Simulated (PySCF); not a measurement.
Species: C4H7FOS2.
Numbering: `[CH3:1][S:2][C@@H:3]1[CH2:4][S@@:5](=[O:6])[C@@H:7]1[F:8]` (hydrogens: H9, H10, H11 on C1; H12 on C3; H13, H14 on C4; H15 on C7)

Level of theory: PySCF 2.14.0, PBE0-D3(BJ)/def2-SVP geometry optimisation, gas phase.

Entries marked ? are missing. Bonds in one row agree within 0.01 Å.

```json
{"coordinate": "C1–S2", "value": "1.805 Å"}
{"coordinate": "S2–C3", "value": "?"}
{"coordinate": "C3–C4", "value": "1.526 Å"}
{"coordinate": "C4–S5", "value": "?"}
{"coordinate": "S5=O6", "value": "1.493 Å"}
{"coordinate": "S5–C7", "value": "1.875 Å"}
{"coordinate": "C7–F8", "value": "1.346 Å"}
{"coordinate": "C3–C7", "value": "?"}
{"coordinate": "C1–H9, C1–H10, C1–H11", "value": "1.099 Å"}
{"coordinate": "C3–H12", "value": "1.102 Å"}
{"coordinate": "C4–H13", "value": "1.098 Å"}
{"coordinate": "C4–H14", "value": "1.100 Å"}
{"coordinate": "C7–H15", "value": "1.105 Å"}
{"coordinate": "C1–S2–C3", "value": "100.4°"}
{"coordinate": "S2–C3–C4", "value": "?"}
{"coordinate": "S2–C3–C7", "value": "112.7°"}
{"coordinate": "C4–C3–C7", "value": "93.1°"}
{"coordinate": "C3–C4–S5", "value": "91.4°"}
{"coordinate": "C4–S5–O6", "value": "111.1°"}
{"coordinate": "C4–S5–C7", "value": "72.6°"}
{"coordinate": "O6–S5–C7", "value": "110.5°"}
{"coordinate": "S5–C7–F8", "value": "?"}
{"coordinate": "C3–C7–S5", "value": "?"}
{"coordinate": "C3–C7–F8", "value": "118.7°"}
```

Question: Fill in the missing values.

Answer: 
- S2–C3 = 1.814 Å, drawn single (sulfide sulfur to sp3 carbon bound to sulfur); equal to the sum of covalent radii, 1.81 Å.
- C4–S5 = 1.868 Å, drawn single (sp3 carbon bound to sulfur to sulfinyl sulfur); 0.06 Å above the sum of covalent radii, 1.81 Å.
- C3–C7 = 1.526 Å, drawn single (sp3 carbon bound to sulfur to sp3 C–F carbon); 0.01 Å above the sum of covalent radii, 1.52 Å.
- S2–C3–C4 = 108.2°, at the sp3 carbon bound to sulfur; the outer atoms are 2.710 Å apart.
- S5–C7–F8 = 118.1°, at the sp3 C–F carbon; the outer atoms are 2.775 Å apart.
- C3–C7–S5 = 91.2°, at the sp3 C–F carbon, inside a 4-membered ring; the outer atoms are 2.441 Å apart.

Radii are Cordero's, carbon taken as 0.76, 0.73 or 0.69 Å for four, three, and two or fewer neighbours.

No PBE0-D3(BJ)/def2-SVP frequencies stand behind this structure, so it isn't proved a minimum. The numbers are those of one conformer (C1–S2–C3–C4 180°, S2–C3–C4–S5 -87°, C3–C4–S5–O6 -129°, C4–S5–C7–F8 147°, S2–C3–C7–S5 83°).
